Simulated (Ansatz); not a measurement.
Isomers of Si7Au (doublet), relaxed with PBE0-D4/def2-SVP; total energies from Ansatz at PBE0-D4/def2-TZVP.

```tsv
isomer	description	energy (Eh)
A	point group C2v; 14 × Si–Si 2.38 to 2.65 Å; 2 × Au–Si 2.43 Å	-2161.44526
B	point group Cs; 11 × Si–Si 2.38 to 2.49 Å; 3 × Au–Si 2.50 to 2.52 Å	-2161.44775
```

In the def2 sets Au takes a core potential; there is no spin–orbit coupling.

The isomers come from a short search, and lower ones may exist.

Task: Work out the relative energies (1 Eh = 2625.5 kJ/mol) and the Boltzmann populations at 500 K from electronic energies alone (R = 8.314 J/mol/K).

Result: ΔE: A 6.5, B 0.0 kJ/mol. RT = 4.16 kJ/mol. Factors exp(−ΔE/RT): A 0.21, B 1; sum 1.210. Populations: A 17.4 %, B 82.6 %. Zero-point energy, vibrational entropy and symmetry numbers are left out and can shift these; an error of 4 kJ/mol changes a ratio by a factor of 2.6. Over the other density-functional and correlated levels in def2 sets, the gap between B and A ranges from 5 to 14 kJ/mol.
